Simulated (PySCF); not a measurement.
Cd(Cl)2 anion (CdCl2), SMILES [Cl][Cd][Cl] (connectivity only; charge and spin as stated), charge -1, multiplicity 2.

Geometry optimised at PBE-D3(BJ)/def2-SVPD. The multiplicity is an assumed one; other spin states were not compared. The isomer is the one that the SMILES or the coordinates give; other isomers of the formula were not compared. The def2 effective core potentials stand for the cores of Cd; spin–orbit coupling is left out.

Level of theory: PBE-D3(BJ)/def2-SVPD (PySCF).

Frequencies are harmonic and unscaled.

```json
[
 {"mode": "1", "ν (cm⁻¹)": "57", "IR (km/mol)": "4.9", "moving atoms (share of kinetic energy)": "Cl 76 %, Cd 24 %"},
 {"mode": "2", "ν (cm⁻¹)": "212", "IR (km/mol)": "25.1", "moving atoms (share of kinetic energy)": "Cl 86 %, Cd 14 %"},
 {"mode": "3", "ν (cm⁻¹)": "228", "IR (km/mol)": "100.3", "moving atoms (share of kinetic energy)": "Cl 67 %, Cd 33 %"}
]
```
